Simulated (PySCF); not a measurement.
**SMILES C[C@@H]1[SiH2][C@H]1N(C)C, C5H13NSi**

Molfile (atoms numbered from 1):
```
C5H13NSi
     RDKit          3D

 20 20  0  0  0  0  0  0  0  0999 V2000
    2.2894   -1.0458   -0.6208 C   0  0  0  0  0  0  0  0  0  0  0  0
    1.2343    0.0253   -0.7566 C   0  0  2  0  0  0  0  0  0  0  0  0
    1.3064    1.6756    0.1572 Si  0  0  0  0  0  4  0  0  0  0  0  0
    0.2020    0.1566    0.3697 C   0  0  1  0  0  0  0  0  0  0  0  0
   -1.1707    0.2408   -0.0447 N   0  0  0  0  0  0  0  0  0  0  0  0
   -1.9999    0.8467    0.9733 C   0  0  0  0  0  0  0  0  0  0  0  0
   -1.6877   -1.0516   -0.4492 C   0  0  0  0  0  0  0  0  0  0  0  0
    2.7225   -1.0348    0.3774 H   0  0  0  0  0  0  0  0  0  0  0  0
    1.8614   -2.0347   -0.7928 H   0  0  0  0  0  0  0  0  0  0  0  0
    3.0909   -0.8943   -1.3423 H   0  0  0  0  0  0  0  0  0  0  0  0
    0.7830    0.0427   -1.7437 H   0  0  0  0  0  0  0  0  0  0  0  0
    0.7444    2.8422   -0.4917 H   0  0  0  0  0  0  0  0  0  0  0  0
    2.3690    1.8725    1.1284 H   0  0  0  0  0  0  0  0  0  0  0  0
    0.3752   -0.5133    1.2222 H   0  0  0  0  0  0  0  0  0  0  0  0
   -2.0449    0.2489    1.8986 H   0  0  0  0  0  0  0  0  0  0  0  0
   -3.0124    0.9649    0.5883 H   0  0  0  0  0  0  0  0  0  0  0  0
   -1.5967    1.8294    1.2163 H   0  0  0  0  0  0  0  0  0  0  0  0
   -1.7280   -1.7698    0.3863 H   0  0  0  0  0  0  0  0  0  0  0  0
   -1.0493   -1.4629   -1.2290 H   0  0  0  0  0  0  0  0  0  0  0  0
   -2.6938   -0.9275   -0.8500 H   0  0  0  0  0  0  0  0  0  0  0  0
  1  2  1  0
  2  3  1  0
  3  4  1  0
  4  5  1  0
  5  6  1  0
  5  7  1  0
  4  2  1  0
  1  8  1  0
  1  9  1  0
  1 10  1  0
  2 11  1  6
  3 12  1  0
  3 13  1  0
  4 14  1  1
  6 15  1  0
  6 16  1  0
  6 17  1  0
  7 18  1  0
  7 19  1  0
  7 20  1  0
M  END
```

Method used: TDDFT PBE0/def2-SVPD circular dichroism and optical rotation, one conformer, gas phase (PySCF 2.14.0). Geometry: GFN2-xTB.

The molecule is flexible and this is one conformer; a measurement averages over conformers. States above about 6.0 eV (minus the energy of the highest occupied orbital) lie near or above the ionisation threshold and depend on the basis.

Q: Draw the ECD and absorption spectra from the lowest 12 states, each a Gaussian of half-width 0.2 eV at 1/e height.

A: 
```
E (eV)  λ (nm)  Δε (L mol⁻¹ cm⁻¹)  ε (L mol⁻¹ cm⁻¹)
  4.69     265              -0.04              11.9
  4.84     256              -0.95               288
  4.99     249              -7.45              2260
  5.14     241             -19.02              5780
  5.29     235             -15.79              4790
  5.44     228              -4.62              1320
  5.59     222              -3.10               355
  5.74     216              -6.60               648
  5.89     211              -6.29              1480
  6.04     205              -5.50              5430
  6.19     200              +7.47             10600
  6.34     196             +44.66             10600
  6.49     191             +48.30              6850
  6.64     187             +15.21              3690
  6.79     183              +8.46              5020
```
Δε uses R in velocity form, ε uses f in length form. Only the states computed contribute, so the short-wavelength end is incomplete.

The sign of the CD band at 203 nm isn't settled: the length form gives the opposite one.
